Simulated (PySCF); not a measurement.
# Steps of a relaxation of [Lu(OH)2]+

[Lu(OH)2]+ (singlet in the valence; each metal's 4f electrons, 14 of them, lie in its core potential, out of spins and levels). PySCF 2.14.0, RKS PBE0, Lu lcecp-1-SVP with ECP60, O def2-SVP, H def2-SVP; non-relativistic Hamiltonian with scalar-relativistic core potentials where named; density fitting; no spin-orbit coupling. Origin of the start: template. Columns: position (Å) and force (eV/Å). Energies are counted from the last step; some of the 14 steps are shown. Forces carry noise of the integration grid, about 0.01 to 0.03 eV/Å.

Run from Python with OMP_NUM_THREADS=2. Where DIIS fails, smearing, a level shift and second-order steps follow.
It took 26 s on 2 threads of Arm Neoverse V1 (shared host), from the converged density of the start.

```xyz
5
step 0  E = 1.001 eV
Lu    0.0000    0.0000   -0.1401     0.00    0.00    3.11
O     1.9157    0.0000    0.7172    -2.94   -0.08   -1.83
H     2.8753   -0.0906    0.7763    -0.26    0.06    0.27
O    -1.9157    0.0000    0.7172     2.94    0.08   -1.83
H    -2.8753    0.0906    0.7763     0.26   -0.06    0.27
```

```xyz
5
step 4  E = 0.190 eV
Lu    0.0000    0.0000   -0.2587     0.00    0.00    1.41
O     1.7919   -0.0425    0.5850    -1.04    0.04   -0.76
H     2.6795   -0.0555    0.9678    -0.40    0.00    0.06
O    -1.7919    0.0425    0.5850     1.04   -0.04   -0.76
H    -2.6795    0.0555    0.9678     0.40    0.00    0.06
```

```xyz
5
step 9  E = 0.009 eV
Lu    0.0000    0.0000   -0.4238     0.00    0.00    0.00
O     1.6804   -0.0376    0.5068    -0.04    0.00    0.04
H     2.4157   -0.0511    1.1285    -0.09    0.00   -0.04
O    -1.6804    0.0376    0.5068     0.04    0.00    0.04
H    -2.4157    0.0511    1.1285     0.09    0.00   -0.04
```

Where does the relaxation end?

It converges at step 13 in C2v:
```xyz
5
step 13  E = 0
Lu    0.0000    0.0000   -0.5078
O     1.6288   -0.0354    0.4960
H     2.3026   -0.0495    1.1814
O    -1.6288    0.0354    0.4960
H    -2.3026    0.0495    1.1814
```

How did the contacts change?


```csv
contact,start (Å),end (Å)
Lu1–O2 (OH),2.099,1.914
Lu1–O4 (OH),2.099,1.914
```


An lcecp potential fixes the number of 4f electrons, so in runs with it no electron can move into or out of that shell.
